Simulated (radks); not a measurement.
Correlation energies from several functionals, in hartree. Species: C3+ [He] 2s1; Pb2+ [Hg]; Re [Xe] 4f14 5d5 6s2; Pr13+ [Kr] 4d10. Method: non-relativistic Kohn-Sham, exchange-only LDA, spin-polarised, spherical densities, point nucleus; computed with a radial shooting solver on a logarithmic mesh with Libxc functionals. Every spin shell is full or empty, so the densities are truly spherical. Functionals are evaluated on that one density, not self-consistently.

functional        C3+     Pb2+       Re    Pr13+
PW92         -0.20265  -8.4586  -7.6626  -4.9527
VWN5         -0.20364  -8.4929  -7.6949  -4.9738
PZ           -0.20183  -8.4662  -7.6624  -4.9555
Chachiyo     -0.19905  -8.3678  -7.5723  -4.9000
PBE         -0.056219  -4.9769  -4.4700  -2.7023
PBEsol      -0.072577  -5.5688  -5.0159  -3.0509
LYP         -0.071141  -4.3959  -3.9885  -2.4985
OP (B88)    -0.075802  -4.3129  -3.8955  -2.4750
TPSS        -0.054407  -4.9752  -4.4668  -2.7043
revTPSS     -0.057047  -5.0158  -4.5078  -2.7268
SCAN        -0.054621  -5.0103  -4.5354  -2.6599
r2SCAN      -0.054713  -5.0261  -4.5528  -2.6738
B95         -0.072840  -6.1929  -5.5374  -3.4305
Tao-Mo      -0.039096  -4.8683  -4.3651  -2.6191
